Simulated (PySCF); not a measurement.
**Removal energies of P(3+) from EOM-IP-GCCSD**

Reference: closed-shell P(3+), [Ne] 3s2; one electron is removed. Calculated with PySCF 2.14, two-component X2C-1e with screened spin-orbit coupling, an uncontracted even-tempered set (21 s from 0.02 bohr⁻², ratio 2.6; 14 p from 0.025 bohr⁻², ratio 2.6; 8 d from 0.026 bohr⁻², ratio 2.8; 5 f from 1 bohr⁻², ratio 2.8); frozen 1s2; the 52 highest virtual spinors dropped; of the others 74 kept and the rest restored at second order. No Breit or QED terms. Binding energies in eV.

```json
{"level": "3s1/2", "Koopmans": "49.999", "second order": "51.173", "EOM-CCSD": "51.481"}
```

For comparison, the ionisation energy of P(3+) is 51.444 eV (measured; NIST Atomic Spectra Database, ionization energies).

The screened spin-orbit operator tends to give fine-structure splittings of light species too large.
